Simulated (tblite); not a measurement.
Species: C2H10Si2.
Atom-mapped SMILES: `[CH3:1][SiH2:2][CH2:3][SiH3:4]` (hydrogens: H5, H6, H7 on C1; H8, H9 on Si2; H10, H11 on C3; H12, H13, H14 on Si4)

Computed with GFN2-xTB (tblite), gas phase: nudged elastic band of 9 images (0 to 8), spring 0.2 eV/Å², climbing image at the end, force threshold 0.05 eV/Å. The top image wasn't refined or checked by frequencies; at this threshold it can lie a kcal/mol or more above the true saddle point of the method.

The band describes a rotation about Si2–C3 (SiH2 silicon, sp3 carbon bound to silicon), followed by the dihedral C1–Si2–C3–Si4, from the optimised start (-57°) to a second optimised geometry at 66°.

**Question.** How does the energy change from image to image?

**Answer.** 
| image | dihedral (°) | E (eV) | Si2–C3 (Å) | C1···Si4 (Å) | largest true force (eV/Å) |
| --- | --- | --- | --- | --- | --- |
| 0 | -57 | 0.000 | 1.903 | 3.78 | 0.01 |
| 1 | -41 | 0.009 | 1.905 | 3.62 | 0.03 |
| 2 | -25 | 0.029 | 1.908 | 3.50 | 0.04 |
| 3 | -10 | 0.048 | 1.910 | 3.44 | 0.04 |
| 4 | 6 | 0.053 | 1.910 | 3.43 | 0.04 |
| 5 | 21 | 0.042 | 1.908 | 3.48 | 0.04 |
| 6 | 37 | 0.026 | 1.905 | 3.58 | 0.04 |
| 7 | 52 | 0.011 | 1.903 | 3.72 | 0.03 |
| 8 | 66 | 0.001 | 1.902 | 3.89 | 0.01 |

Barriers of this band. The top is image 4 at 6°: 0.05 eV in either direction, as the ends lie within 0.002 eV of each other. The central bond is 0.007 Å longer at the top than at the start.

**Question.** What rate follows at 250 K for crossing this barrier forward?

**Answer.** Taking the electronic barrier for the free energy of activation (no zero-point or entropy terms, transmission 1), rate = (kT/h)·exp(−ΔE/kT) ≈ 4 × 10^11 s⁻¹, whose inverse is 2 × 10^-12 s. An error of 1 kcal/mol in the barrier changes this by a factor of 7, and the method and the loose band can each miss by that much or more. The barrier is only 2.5 kT, where transition-state theory is rough.

**Question.** How long is the path, and how are the images spaced?

**Answer.** Cartesian distances between aligned neighbours (all atoms, Å): 0.81, 0.76, 0.75, 0.75, 0.75, 0.75, 0.75, 0.67; the sum is 6.00 Å, and the top lies 51 % of the way along.

What follows is the cost of the whole band run. Hardware: one thread of an Arm Neoverse V2, shared host with 32 logical CPUs at a one-minute load of 21. Cost: 1.5 s wall, 0.18 GiB resident at most.
